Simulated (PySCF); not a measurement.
Checking a proposed structure

A compound C5H8N2OSi gives the data below (simulated from a calculation) and was assigned the structure `N#C[C@H]1C[Si@@H](NC=O)C1`.

13C{1H} NMR (computed): δ 180.1 (C), 129.6 (C), 20.5 (CH), 19.6 (CH2, 2C).

1H NMR (500 MHz, computed): δ 5.41 (br s, 2H), 5.28 (m, 1H), 3.17 (m, 1H), 2.31 (m, 2H), 1.69 (m, 2H).

- NMR shieldings at PBE0/pcSseg-1/GIAO
- geometry from GFN2-xTB
- run in PySCF 2.14.0 with density-fitted response routines
- equivalent nuclei averaged, single conformer, non-relativistic, gas phase

Scale: TMS for 1H, 13C (reference shieldings calculated alike).

(1) Compare with the shifts computed for the proposed structure, pairing carbons in order of shift.

(2) Which isomer fits?

Results:

(1) Structure with atom numbers: `[N:1]#[C:2][C@H:3]1[CH2:4][Si@@H:5]([NH:6][CH:7]=[O:8])[CH2:9]1`. Each H is labelled by its parent atom.

| atom | computed for proposal | given list | difference |
| --- | --- | --- | --- |
| C7 | 171.5 | 180.1 | -8.6 |
| C2 | 129.3 | 129.6 | -0.3 |
| C4 | 27.3 | 20.5 | +6.8 |
| C9 | 27.3 | 19.6 | +7.7 |
| C3 | 16.6 | 19.6 | -3.0 |

The rms difference is 6.1 ppm and the largest -8.6 ppm at C7 (amide carbonyl carbon). The carbon types in order of shift don't match either: CH, C, CH2, CH2, CH for the proposal against C, C, CH, CH2, CH2 in the data. The proposal doesn't fit.

(2) SMILES N#C[C@H]1C[Si@H](C(N)=O)C1.

Carbon types of the structure: 2 × C, 1 × CH, 2 × CH2, leaving 3 H on heteroatoms. δC 180.1: carbonyl carbon. δC 129.6: nitrile carbon; this is the usual window of a C≡N carbon, which has no attached hydrogen. δC 20.5: sp3 CH α to a nitrile; a saturated carbon with 3 carbon neighbours and no heteroatom attached. δH 5.41: hydrogen on an amide-type nitrogen; labile proton, position sensitive to the medium.

The data come from this structure; uniqueness wasn't tested.

The OH or NH signal is concentration- and solvent-dependent in practice; the value given is the gas-phase one. Shifts are as computed. Against solution values, carbons near 30 ppm lie about +3 ppm off and those near 130 ppm about +5 ppm. Of 1211 compounds with measured shifts, 218 miss one by over three times the rms of a fit or turn the order of signals round; such compounds aren't used in these exercises. Hydrogen bonding in solution deshields acid and N–H amide carbonyl carbons by as much as 10 ppm beyond these values. Multiplicities follow the n + 1 count of equivalent neighbours, as no J values were calculated; m marks all less simple cases, F and P coupling included.
